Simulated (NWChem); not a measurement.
Species: C5H9O, doublet; SMILES C([C]=O)C(C)C

```xyz
15

C      0.5750     2.0912     0.2669
C     -0.0424     0.6970     0.2935
C     -1.4432     0.6932    -0.3088
C      0.8807    -0.3026    -0.4136
C      0.5316    -1.7549    -0.2445
O     -0.3253    -2.2489     0.4012
H     -0.0634     2.8150     0.7970
H      1.5674     2.1076     0.7444
H      0.6951     2.4524    -0.7682
H     -0.1227     0.3720     1.3462
H     -1.4180     1.0039    -1.3670
H     -2.1016     1.3944     0.2266
H     -1.9025    -0.3043    -0.2543
H      1.9227    -0.2116    -0.0577
H      0.9385    -0.1081    -1.4998
```
Atoms are numbered in this order, from 1.

Results from NWChem. Spin-unrestricted. Structure relaxed at the PBE0/def2-SVP, spin-unrestricted level. Not confirmed as a minimum by frequencies. No stability test was run on the SCF state. Fermi-contact couplings, non-relativistic, static geometry.

For level PBE/pcJ-1:

- A(iso) 13C atom 1 (MHz): 10.5
- A(iso) 13C atom 2 (MHz): 16.8
- A(iso) 13C atom 4 (MHz): 140
- A(iso) 13C atom 5 (MHz): 340
- A(iso) 17O atom 6 (MHz): -29.5
- A(iso) 1H atom 7 (MHz): 11.7

**Question.** Estimate the same quantities for level UHF/pcJ-1.

**Answer.** A(iso) 13C atom 1 (MHz): 7.2
A(iso) 13C atom 2 (MHz): 21.7
A(iso) 13C atom 4 (MHz): 124
A(iso) 13C atom 5 (MHz): 403
A(iso) 17O atom 6 (MHz): -65.9
A(iso) 1H atom 7 (MHz): 8.3
